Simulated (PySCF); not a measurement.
**Radial density of Ga²⁺ (gallium, charge +2)**

BLYP, [Ar] 3d9 4s1 4p1, one real determinant (an excited configuration). Computed with PySCF 2.14 in aug-cc-pVDZ-DK, with the spin-free X2C one-electron Hamiltonian (Gaussian nucleus).

```json
{"r (bohr)": "0.000650", "4πr²ρ (e/bohr)": "0.1823", "4πr²(ρα − ρβ)": "0.0001"}
{"r (bohr)": "0.00109", "4πr²ρ (e/bohr)": "0.4720", "4πr²(ρα − ρβ)": "0.0002"}
{"r (bohr)": "0.00184", "4πr²ρ (e/bohr)": "1.143", "4πr²(ρα − ρβ)": "0.0005"}
{"r (bohr)": "0.00309", "4πr²ρ (e/bohr)": "2.725", "4πr²(ρα − ρβ)": "0.0013"}
{"r (bohr)": "0.00521", "4πr²ρ (e/bohr)": "6.238", "4πr²(ρα − ρβ)": "0.0030"}
{"r (bohr)": "0.00876", "4πr²ρ (e/bohr)": "13.20", "4πr²(ρα − ρβ)": "0.0062"}
{"r (bohr)": "0.0147", "4πr²ρ (e/bohr)": "24.33", "4πr²(ρα − ρβ)": "0.0112"}
{"r (bohr)": "0.0248", "4πr²ρ (e/bohr)": "35.62", "4πr²(ρα − ρβ)": "0.0150"}
{"r (bohr)": "0.0417", "4πr²ρ (e/bohr)": "36.76", "4πr²(ρα − ρβ)": "0.0126"}
{"r (bohr)": "0.0701", "4πr²ρ (e/bohr)": "30.31", "4πr²(ρα − ρβ)": "0.0211"}
{"r (bohr)": "0.118", "4πr²ρ (e/bohr)": "39.55", "4πr²(ρα − ρβ)": "0.0978"}
{"r (bohr)": "0.198", "4πr²ρ (e/bohr)": "38.57", "4πr²(ρα − ρβ)": "0.2747"}
{"r (bohr)": "0.334", "4πr²ρ (e/bohr)": "20.30", "4πr²(ρα − ρβ)": "0.9077"}
{"r (bohr)": "0.561", "4πr²ρ (e/bohr)": "26.01", "4πr²(ρα − ρβ)": "1.4068"}
{"r (bohr)": "0.944", "4πr²ρ (e/bohr)": "11.75", "4πr²(ρα − ρβ)": "0.7620"}
{"r (bohr)": "1.59", "4πr²ρ (e/bohr)": "2.328", "4πr²(ρα − ρβ)": "1.0917"}
{"r (bohr)": "2.67", "4πr²ρ (e/bohr)": "0.7901", "4πr²(ρα − ρβ)": "0.7710"}
{"r (bohr)": "4.49", "4πr²ρ (e/bohr)": "0.02447", "4πr²(ρα − ρβ)": "0.0244"}
{"r (bohr)": "7.55", "4πr²ρ (e/bohr)": "0.0004369", "4πr²(ρα − ρβ)": "0.0003"}
```

Densities and radii are taken from the X2C orbitals without a picture-change correction, which distorts them close to the nucleus.

⟨L²⟩ = 8.00 against 12 for a pure F term, so this real determinant mixes terms.
